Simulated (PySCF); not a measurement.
# Ta²⁺: ionisation energy

Ta²⁺ [Xe] 4f14 5d3 (4F) → Ta³⁺ [Xe] 4f14 5d2 (3F), as a difference of total energies. Computed with PySCF 2.14 in def2-QZVPPD with the def2 core potential (60 electrons), with a scalar-relativistic core potential. Correlated levels: valence: 5s2 5p6 frozen. The calculations carry no spin-orbit coupling.

```tsv
method	ionisation energy (eV)
UHF	23.043
MP2 (valence)	23.341
SCS-MP2 (valence)	23.143
CCSD (valence)	23.403
CCSD(T) (valence)	23.406
```

How much does correlation contribute at CCSD(T) (valence)?

23.406 − (23.043) = 0.363 eV, measured against UHF.

The reference lies between the lowest fine-structure levels, while these numbers refer to the centres of the terms.

Errors of the correlated levels include the incompleteness of this basis and the frozen core.

For comparison: 23.1 ± 1.6 eV (theoretical estimate listed by NIST; NIST Atomic Spectra Database, ionization energies).
